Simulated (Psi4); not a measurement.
Internal rotation in SMILES O=C[SiH2]C[SiH3] (C₂H₈OSi₂), singlet. Scanned: dihedral C2–Si3–C4–Si5; all other coordinates were relaxed at GFN2-xTB. Points at φ and −φ are mirror images. Heavy atoms are numbered in the order of the SMILES O=C[SiH2]C[SiH3], hydrogens after them in the order of the atoms that carry them; the mirror image has the same energies with the sign of each dihedral reversed.

- PBE/def2-TZVP // GFN2-xTB (Psi4)
- PBE-D3(BJ)/def2-TZVP // GFN2-xTB (Psi4)
- PBE0-D3(BJ)/def2-TZVP // GFN2-xTB (Psi4)
- MP2/cc-pVTZ = DF-MP2 (frozen core)/cc-pVTZ // GFN2-xTB run with Psi4

Energies relative to the lowest point of each profile, in kJ/mol; the last columns give the difference from MP2:

```json
[
 {"φ / °": "-160", "PBE/def2-TZVP": "0.4", "PBE-D3(BJ)/def2-TZVP": "0.3", "PBE0-D3(BJ)/def2-TZVP": "0.4", "MP2/cc-pVTZ": "0.4", "PBE/def2-TZVP − MP2/cc-pVTZ": "0.0", "PBE-D3(BJ)/def2-TZVP − MP2/cc-pVTZ": "-0.1", "PBE0-D3(BJ)/def2-TZVP − MP2/cc-pVTZ": "0.0"},
 {"φ / °": "-140", "PBE/def2-TZVP": "1.1", "PBE-D3(BJ)/def2-TZVP": "1.1", "PBE0-D3(BJ)/def2-TZVP": "1.3", "MP2/cc-pVTZ": "1.5", "PBE/def2-TZVP − MP2/cc-pVTZ": "-0.3", "PBE-D3(BJ)/def2-TZVP − MP2/cc-pVTZ": "-0.4", "PBE0-D3(BJ)/def2-TZVP − MP2/cc-pVTZ": "-0.2"},
 {"φ / °": "-120", "PBE/def2-TZVP": "1.8", "PBE-D3(BJ)/def2-TZVP": "1.6", "PBE0-D3(BJ)/def2-TZVP": "1.9", "MP2/cc-pVTZ": "2.2", "PBE/def2-TZVP − MP2/cc-pVTZ": "-0.4", "PBE-D3(BJ)/def2-TZVP − MP2/cc-pVTZ": "-0.6", "PBE0-D3(BJ)/def2-TZVP − MP2/cc-pVTZ": "-0.3"},
 {"φ / °": "-100", "PBE/def2-TZVP": "1.7", "PBE-D3(BJ)/def2-TZVP": "1.2", "PBE0-D3(BJ)/def2-TZVP": "1.4", "MP2/cc-pVTZ": "1.3", "PBE/def2-TZVP − MP2/cc-pVTZ": "0.3", "PBE-D3(BJ)/def2-TZVP − MP2/cc-pVTZ": "-0.2", "PBE0-D3(BJ)/def2-TZVP − MP2/cc-pVTZ": "0.0"},
 {"φ / °": "-80", "PBE/def2-TZVP": "1.9", "PBE-D3(BJ)/def2-TZVP": "0.9", "PBE0-D3(BJ)/def2-TZVP": "0.8", "MP2/cc-pVTZ": "0.1", "PBE/def2-TZVP − MP2/cc-pVTZ": "1.9", "PBE-D3(BJ)/def2-TZVP − MP2/cc-pVTZ": "0.8", "PBE0-D3(BJ)/def2-TZVP − MP2/cc-pVTZ": "0.8"},
 {"φ / °": "-60", "PBE/def2-TZVP": "3.7", "PBE-D3(BJ)/def2-TZVP": "2.4", "PBE0-D3(BJ)/def2-TZVP": "2.3", "MP2/cc-pVTZ": "1.5", "PBE/def2-TZVP − MP2/cc-pVTZ": "2.3", "PBE-D3(BJ)/def2-TZVP − MP2/cc-pVTZ": "0.9", "PBE0-D3(BJ)/def2-TZVP − MP2/cc-pVTZ": "0.8"},
 {"φ / °": "-40", "PBE/def2-TZVP": "8.7", "PBE-D3(BJ)/def2-TZVP": "6.2", "PBE0-D3(BJ)/def2-TZVP": "5.8", "MP2/cc-pVTZ": "3.7", "PBE/def2-TZVP − MP2/cc-pVTZ": "5.0", "PBE-D3(BJ)/def2-TZVP − MP2/cc-pVTZ": "2.5", "PBE0-D3(BJ)/def2-TZVP − MP2/cc-pVTZ": "2.1"},
 {"φ / °": "-20", "PBE/def2-TZVP": "10.7", "PBE-D3(BJ)/def2-TZVP": "8.3", "PBE0-D3(BJ)/def2-TZVP": "8.1", "MP2/cc-pVTZ": "6.7", "PBE/def2-TZVP − MP2/cc-pVTZ": "4.0", "PBE-D3(BJ)/def2-TZVP − MP2/cc-pVTZ": "1.6", "PBE0-D3(BJ)/def2-TZVP − MP2/cc-pVTZ": "1.4"},
 {"φ / °": "0", "PBE/def2-TZVP": "11.6", "PBE-D3(BJ)/def2-TZVP": "9.2", "PBE0-D3(BJ)/def2-TZVP": "9.2", "MP2/cc-pVTZ": "8.1", "PBE/def2-TZVP − MP2/cc-pVTZ": "3.5", "PBE-D3(BJ)/def2-TZVP − MP2/cc-pVTZ": "1.1", "PBE0-D3(BJ)/def2-TZVP − MP2/cc-pVTZ": "1.1"},
 {"φ / °": "20", "PBE/def2-TZVP": "10.7", "PBE-D3(BJ)/def2-TZVP": "8.3", "PBE0-D3(BJ)/def2-TZVP": "8.1", "MP2/cc-pVTZ": "6.7", "PBE/def2-TZVP − MP2/cc-pVTZ": "4.0", "PBE-D3(BJ)/def2-TZVP − MP2/cc-pVTZ": "1.6", "PBE0-D3(BJ)/def2-TZVP − MP2/cc-pVTZ": "1.4"},
 {"φ / °": "40", "PBE/def2-TZVP": "8.7", "PBE-D3(BJ)/def2-TZVP": "6.2", "PBE0-D3(BJ)/def2-TZVP": "5.8", "MP2/cc-pVTZ": "3.7", "PBE/def2-TZVP − MP2/cc-pVTZ": "5.0", "PBE-D3(BJ)/def2-TZVP − MP2/cc-pVTZ": "2.5", "PBE0-D3(BJ)/def2-TZVP − MP2/cc-pVTZ": "2.1"},
 {"φ / °": "60", "PBE/def2-TZVP": "3.7", "PBE-D3(BJ)/def2-TZVP": "2.4", "PBE0-D3(BJ)/def2-TZVP": "2.3", "MP2/cc-pVTZ": "1.5", "PBE/def2-TZVP − MP2/cc-pVTZ": "2.3", "PBE-D3(BJ)/def2-TZVP − MP2/cc-pVTZ": "0.9", "PBE0-D3(BJ)/def2-TZVP − MP2/cc-pVTZ": "0.8"},
 {"φ / °": "80", "PBE/def2-TZVP": "1.9", "PBE-D3(BJ)/def2-TZVP": "0.9", "PBE0-D3(BJ)/def2-TZVP": "0.8", "MP2/cc-pVTZ": "0.1", "PBE/def2-TZVP − MP2/cc-pVTZ": "1.9", "PBE-D3(BJ)/def2-TZVP − MP2/cc-pVTZ": "0.8", "PBE0-D3(BJ)/def2-TZVP − MP2/cc-pVTZ": "0.8"},
 {"φ / °": "100", "PBE/def2-TZVP": "1.7", "PBE-D3(BJ)/def2-TZVP": "1.2", "PBE0-D3(BJ)/def2-TZVP": "1.4", "MP2/cc-pVTZ": "1.3", "PBE/def2-TZVP − MP2/cc-pVTZ": "0.3", "PBE-D3(BJ)/def2-TZVP − MP2/cc-pVTZ": "-0.2", "PBE0-D3(BJ)/def2-TZVP − MP2/cc-pVTZ": "0.0"},
 {"φ / °": "120", "PBE/def2-TZVP": "1.8", "PBE-D3(BJ)/def2-TZVP": "1.6", "PBE0-D3(BJ)/def2-TZVP": "1.9", "MP2/cc-pVTZ": "2.2", "PBE/def2-TZVP − MP2/cc-pVTZ": "-0.4", "PBE-D3(BJ)/def2-TZVP − MP2/cc-pVTZ": "-0.6", "PBE0-D3(BJ)/def2-TZVP − MP2/cc-pVTZ": "-0.3"},
 {"φ / °": "140", "PBE/def2-TZVP": "1.1", "PBE-D3(BJ)/def2-TZVP": "1.1", "PBE0-D3(BJ)/def2-TZVP": "1.3", "MP2/cc-pVTZ": "1.5", "PBE/def2-TZVP − MP2/cc-pVTZ": "-0.3", "PBE-D3(BJ)/def2-TZVP − MP2/cc-pVTZ": "-0.4", "PBE0-D3(BJ)/def2-TZVP − MP2/cc-pVTZ": "-0.2"},
 {"φ / °": "160", "PBE/def2-TZVP": "0.4", "PBE-D3(BJ)/def2-TZVP": "0.3", "PBE0-D3(BJ)/def2-TZVP": "0.4", "MP2/cc-pVTZ": "0.4", "PBE/def2-TZVP − MP2/cc-pVTZ": "0.0", "PBE-D3(BJ)/def2-TZVP − MP2/cc-pVTZ": "-0.1", "PBE0-D3(BJ)/def2-TZVP − MP2/cc-pVTZ": "0.0"},
 {"φ / °": "180", "PBE/def2-TZVP": "0.0", "PBE-D3(BJ)/def2-TZVP": "0.0", "PBE0-D3(BJ)/def2-TZVP": "0.0", "MP2/cc-pVTZ": "0.0", "PBE/def2-TZVP − MP2/cc-pVTZ": "0.0", "PBE-D3(BJ)/def2-TZVP − MP2/cc-pVTZ": "0.0", "PBE0-D3(BJ)/def2-TZVP − MP2/cc-pVTZ": "0.0"}
]
```

PBE/def2-TZVP is furthest from MP2/cc-pVTZ at -40 (5.0 kJ/mol, above); its mean absolute difference over the points is 1.8 kJ/mol.

PBE-D3(BJ)/def2-TZVP is furthest from MP2/cc-pVTZ at -40 (2.5 kJ/mol, above); its mean absolute difference over the points is 0.8 kJ/mol.

PBE0-D3(BJ)/def2-TZVP is furthest from MP2/cc-pVTZ at -40 (2.1 kJ/mol, above); its mean absolute difference over the points is 0.7 kJ/mol.
